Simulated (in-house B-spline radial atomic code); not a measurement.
Inner-shell binding energies (edges) and X-ray emission energies of free atoms and ions, as differences of relaxed hole-state energies with first-order Breit, QED and recoil terms, without correlation or multiplet splittings, in NIST's listed ground configurations. For neutral atoms such line energies lie within some 1 to 5 eV of tabulated X-ray lines (up to 20 eV for the heaviest). Removing outer electrons raises all edges nearly alike, so lines move far less than edges. K = 1s, L1 = 2s, L2 = 2p1/2, L3 = 2p3/2, M3 = 3p3/2. A dash marks a subshell that is part filled or wasn't run, or a line left out. Computed with an all-electron radial atomic-structure program (B-spline basis): Dirac-Hartree-Fock, average of the configuration, finite nuclei.

```tsv
ion	configuration	K edge (eV)	L1 edge (eV)	L3 edge (eV)	K-L3 (eV)	K-L2 (eV)	K-M3 (eV)
Cu+	[Ar] 3d10	8995.96	1116.08	948.65	8047.31	8027.24	8902.91
Cu2+	[Ar] 3d9	9016.03	1136.79	969.28	8046.75	8026.69	8904.25
Cu3+	[Ar] 3d8	9039.57	1161.06	993.47	8046.09	8026.04	8906.54
Cu4+	[Ar] 3d7	?	?	?	?	?	?
Cu5+	[Ar] 3d6	9095.78	1218.86	1051.11	8044.66	8024.62	8914.16
Cu6+	[Ar] 3d5	?	?	?	?	?	?
Cu7+	[Ar] 3d4	9163.12	1287.7	1119.83	8043.29	8023.23	8926.04
```

(1) Fill in the row of Cu4+.

(2) Fill in the row of Cu6+.

Answers

(1) K edge (eV): 9066.22; L1 edge (eV): 1188.5; L3 edge (eV): 1020.83; K-L3 (eV): 8045.39; K-L2 (eV): 8025.34; K-M3 (eV): 8909.83.

(2) K edge (eV): 9128.11; L1 edge (eV): 1251.97; L3 edge (eV): 1084.15; K-L3 (eV): 8043.95; K-L2 (eV): 8023.91; K-M3 (eV): 8919.56.
